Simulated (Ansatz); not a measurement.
```yaml
crystal:
  periodic: [false, false, false]
  atoms:
    - {symbol: N, position_ang: [-0.003763, -0.004427, 0.000947]}
    - {symbol: Si, position_ang: [-0.116812, -0.183321, -1.740154]}
    - {symbol: Si, position_ang: [1.245548, -0.856258, 0.889782]}
    - {symbol: Si, position_ang: [-1.129520, 1.037985, 0.850583]}
    - {symbol: H, position_ang: [0.084508, 1.120297, -2.443636]}
    - {symbol: H, position_ang: [0.958744, -1.134205, -2.157464]}
    - {symbol: H, position_ang: [-1.445446, -0.730846, -2.151370]}
    - {symbol: H, position_ang: [1.133713, -2.336190, 0.712036]}
    - {symbol: H, position_ang: [2.614160, -0.438412, 0.457286]}
    - {symbol: H, position_ang: [1.066717, -0.519836, 2.335451]}
    - {symbol: H, position_ang: [-2.064101, 1.603906, -0.169822]}
    - {symbol: H, position_ang: [-1.916586, 0.281207, 1.871329]}
    - {symbol: H, position_ang: [-0.427160, 2.160119, 1.545032]}
basis:
  gaussian: {orbitals: "6-31G*", final_grid: {core_spheres: 20, valence_spheres: 16, degree: 47}}
total_charge: -1
magnetization: {spin_polarized: true, initial_magnetization: 1}
hamiltonian: {xc: {name: BLYP}, dispersion: d4}
scf: {omitted_lower_state_checks: [starts]}
```

```sh
$ ansatz run in.yaml --threads 4 --pin off --events-out ev --progress --plain --max-ram 3916MiB
```

Shortened log:

```
Functional definition: BLYP
1202 factors; their error is unknown
mean field evaluation 1: about -25261.3055 eV, gradient 3.4e1 eV
mean field evaluation 2: about -25244.4442 eV, gradient 6.7e1 eV
mean field evaluation 4: about -25266.1057 eV, gradient 1.7e0 eV
mean field evaluation 8: about -25266.0248 eV, gradient 2.2e-2 eV
mean field evaluation 16: about -25266.0248 eV, gradient 2.8e-5 eV
mean field -25266.02476696 eV, -928.5092842590 hartree, gradient 2.8e-5 eV, S^2 0.751006; 0 other end points of the search recorded, 0 dependent functions left out
reference -25266.02520342 eV, -928.5093002986 hartree; 30, 29 occupied and 60, 61 virtual orbitals, 1202 factors
Total energy: -25266.90539225 eV, -928.5416466417 hartree
Checks for a lower state left out: starts
```

Hardware: 4 threads of Arm Neoverse V1 on a shared host. Wall time 3.1 s.

The 6-31G sets use Cartesian d functions. The highest occupied level of an anion often lies above zero with these methods, and sets without diffuse functions describe the outer electron poorly.
